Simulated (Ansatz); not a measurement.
Start from `C#CCC[SiH3]` and change one atom or group to get `[SiH3]CCBr`.

Ansatz, PBE0-D4/def2-TZVP geometries, multiplicity 1. Each molecule was computed in one conformer, which needn't be the lowest.

Scalar relativity is left out up to krypton.

| property | `C#CCC[SiH3]` |
| --- | --- |
| HOMO–LUMO gap (B3LYP/def2-TZVPP) / eV | 7.69 |
| HOMO energy (B3LYP/def2-TZVPP) / eV | -7.52 |
| LUMO energy (B3LYP/def2-TZVPP) / eV | 0.17 |
| HOMO–LUMO gap (PBE/def2-TZVPP) / eV | 6.12 |
| LUMO energy (ωB97M-V/def2-TZVPP) / eV | 1.99 |
| HOMO–LUMO gap (ωB97M-V/def2-TZVPP) / eV | 12.01 |

(1) Give the same properties after the change, and the shifts. (An estimate is asked.)

Answers

(1) The calculation gave: 
```json
{"property": "HOMO–LUMO gap (B3LYP/def2-TZVPP) / eV", "`[SiH3]CCBr`": "7.10", "shift": "-0.59"}
{"property": "HOMO energy (B3LYP/def2-TZVPP) / eV", "`[SiH3]CCBr`": "-7.61", "shift": "-0.09"}
{"property": "LUMO energy (B3LYP/def2-TZVPP) / eV", "`[SiH3]CCBr`": "-0.50", "shift": "-0.67"}
{"property": "HOMO–LUMO gap (PBE/def2-TZVPP) / eV", "`[SiH3]CCBr`": "5.37", "shift": "-0.75"}
{"property": "LUMO energy (ωB97M-V/def2-TZVPP) / eV", "`[SiH3]CCBr`": "1.66", "shift": "-0.33"}
{"property": "HOMO–LUMO gap (ωB97M-V/def2-TZVPP) / eV", "`[SiH3]CCBr`": "11.77", "shift": "-0.24"}
```

With PBE0 the HOMO falls by 0.11 eV and the LUMO falls by 0.66 eV, so the gap narrows by about 0.55 eV. PBE moves the HOMO by -0.04 eV and ωB97M-V by -0.09 eV.

B3LYP here is the variant with VWN-RPA as its local correlation; programs differ in this.

Spin–orbit coupling is left out; it splits and shifts lone-pair levels of the heavy atoms by tenths of an eV.
